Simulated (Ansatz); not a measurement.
SnFCl₃, SMILES [F][Sn]([Cl])([Cl])[Cl].

Geometry: PBE0-D3(BJ)/def2-SVP. The def2 effective core potentials stand for the cores of Sn; spin–orbit coupling is left out.

Two levels are set side by side: PBE/def2-SVPD (Ansatz, a first-principles code) and CAM-B3LYP/def2-SVPD (Ansatz). Energy differences of separate SCF runs at the same geometry; the states with an electron removed or added have multiplicity 2 and 2. Differences are taken from unrounded values.

```
quantity                           CAM-B3LYP
---------------------------------  ---------
vertical ionisation energy (eV)        12.38
vertical electron affinity (eV)         2.01
vertical singlet–triplet gap (eV)       5.00
```

**Question.** What does PBE give, and how far is it from CAM-B3LYP? (An estimate is asked for; the answer gives what the named calculation found.)

**Answer.** 
```json
[
 {"quantity": "vertical ionisation energy (eV)", "PBE": "11.35", "PBE minus CAM-B3LYP": "-1.03"},
 {"quantity": "vertical electron affinity (eV)", "PBE": "2.01", "PBE minus CAM-B3LYP": "0.00"},
 {"quantity": "vertical singlet–triplet gap (eV)", "PBE": "4.04", "PBE minus CAM-B3LYP": "-0.96"}
]
```
